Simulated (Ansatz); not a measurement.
Two structures, one formula

Two relaxed structures of CH5GeN, singlet (PBE0-D4/def2-TZVP; forces vanish, vibrations not checked).

A:

C1  (-0.406, 1.318, -1.635)
N2  (-0.249, 0.670, -0.706)
Ge3  (-0.185, -0.242, 1.188)
H4  (-0.555, 1.925, -2.502)
H5  (0.732, -2.393, 2.828)
H6  (0.342, -1.994, 3.329)
H7  (1.378, -0.400, 0.958)
H8  (-0.525, -1.602, 0.443)
(Å)

B:

C1  (0.222, 0.048, -1.078)
N2  (-0.495, 1.121, -0.952)
Ge3  (0.433, -0.906, 0.630)
H4  (-0.924, 1.472, -0.089)
H5  (-0.679, 1.705, -1.762)
H6  (-0.303, -0.182, 1.798)
H7  (1.929, -1.003, 0.967)
H8  (-0.137, -2.326, 0.484)
(Å)

Computed with Ansatz 0.2.0 (basis: def2-TZVPP); correlated methods freeze the cores. Filled d shells of the heavier atoms are correlated. The def2 sets are not built for correlating such inner shells, so the correlated values are less sure here. B3LYP uses VWN-RPA correlation.

(1) Which structure is lower at CCSD(T), and by how much? (An estimate is asked for; the value comes from the calculation.)

(2) Do the other methods give the same order? (A judgement: the text doesn't fix the answer.)

The T1 diagnostic stays at or below 0.015.

Results:

(1) The calculation gives: B, by 14.5 kJ/mol (electronic energy, against the other). By their contacts, A is a complex of CH₃GeN ([CH][N][GeH2]) + H₂ and B is CH₅GeN ([NH2][C][GeH3]).

(2) The calculation gives: Not all: MP2 gives the other order.

```tsv
method	E(B) − E(A) (kJ/mol)
PBE-D4	-15.6
r2SCAN-D4	-24.5
PBE0-D4	-38.2
B3LYP-D4	-5.4
wB97M-V	-20.7
HF	-31.5
MP2	1.1
CCSD	-19.0
CCSD(T)	-14.5
```

Labels in which every atom is bracketed show which atoms are joined, not bond orders.

For scale, one of the runs: CCSD(T)/def2-TZVPP, 180 basis functions, launched by `ansatz run in.yaml --threads 2 --pin off --events-out ev --progress --plain --max-ram 4352MiB`. Time: 63 s of wall clock on 2 CPU threads of an Arm Neoverse V2; the host was shared. Peak host memory: 1.8 GiB.
